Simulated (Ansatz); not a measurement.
`C[SiH](N)[GeH3]` + `CC(O)=S` → `CC(=S)[O][GeH3]` + `C[SiH2]N` at 500 K and 1 bar (cleavage of the Ge–Si bond).

Computed with Ansatz on PBE0-D4/def2-TZVP structures; ΔE is electronic, products minus reactants. CBS: MP2 limit from def2 TZ/QZ plus the TZ coupled-cluster correction, frozen cores. For Ge outer-core shells are correlated without core-valence functions, which leaves a few kJ/mol of doubt a bond. Scalar relativity is left out up to krypton. Each species was taken in one conformer, which may not be the lowest.

```
          species  CCSD(T)/CBS energy (Eh)  H − E (kJ/mol)  S (J/(mol·K))
`C[SiH](N)[GeH3]`              -2463.40010           305.9          458.7
        `CC(O)=S`               -551.45551           189.3          339.6
`CC(=S)[O][GeH3]`              -2628.76657           239.0          432.1
       `C[SiH2]N`               -386.08232           247.9          360.4
```

H − E and S are ideal-gas, rigid-rotor, harmonic terms from PBE0-D4/def2-TZVP, for one conformer and one mirror image of each species. 1 Eh = 2625.50 kJ/mol, R = 8.31446 J/(mol·K).

Q: By hand: ΔE, ΔH, ΔS and ΔG.

A: ΔE = (-2628.76657) + (-386.08232) − (-2463.40010) − (-551.45551) = 0.00672 Eh = 17.6 kJ/mol. Δ(H − E) = 239.0 + 247.9 − 305.9 − 189.3 = -8.3, so ΔH = 9.3 kJ/mol. ΔS = 432.1 + 360.4 − 458.7 − 339.6 = -5.8 J/(mol·K). ΔG = 9.3 − 500 × (-5.8)/1000 = 12.2 kJ/mol.

Q: By hand: the equilibrium constant, and the temperature at which ΔG would vanish if ΔH and ΔS stayed fixed.

A: log₁₀ K = −ΔG/(RT ln 10) = -1.3. ΔH and −TΔS have one sign here, so there is no such temperature. One of them is within its doubt of zero, so this could turn.

The number of gas molecules stays the same, so ΔS is small and ΔH decides. A doubt of 5 kJ/mol in ΔE shifts log₁₀ K by 0.5 here. Other conformers and mirror images would add mixing entropy, several J/(mol·K) or more a flexible species. Modes under 60 cm⁻¹, often nearly free rotors, make the harmonic entropy too high. These are equilibria of isolated gas molecules and say nothing of rates. Largest T1 diagnostic: 0.017 (customary marks: 0.02 for closed shells, 0.045 for open ones).
